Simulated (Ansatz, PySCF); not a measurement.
Reaction R1 + R2 → P1 + P2, each structure at its B3LYP-D3(BJ)/def2-TZVP stationary point, reached from a drawn start (curvature not checked).
R1: CH3 (SMILES [CH3]), charge 0, multiplicity 2.
P1: CH4 (SMILES C), charge 0, multiplicity 1.
R2, H2 (SMILES [H][H]) (charge 0, multiplicity 1):
```json
[
 {"atom": "H", "x (Å)": "0.0000", "y (Å)": "0.0000", "z (Å)": "0.3720"},
 {"atom": "H", "x (Å)": "0.0000", "y (Å)": "0.0000", "z (Å)": "-0.3720"}
]
```
P2: H atom, charge 0, multiplicity 2.

P less R. No zero-point or thermal terms; singlets are restricted closed shells; open shells are unrestricted.

Correlated levels freeze the cores.

Run with Ansatz (a program for electronic structure) with Gaussian orbitals; PySCF for M06-2X. No computed number here is a measurement.

Problem. One of these levels gives -180.9 meV for the reaction energy. Which one is it?
A) B3LYP/def2-TZVPPD
B) MP2/aug-cc-pVDZ
C) M06-2X/def2-TZVPPD
D) B97M-V/def2-TZVPPD

Solution. D, B97M-V/def2-TZVPPD. The others give -34.9 (B3LYP/def2-TZVPPD), -163.8 (M06-2X/def2-TZVPPD), -343.3 (MP2/aug-cc-pVDZ)
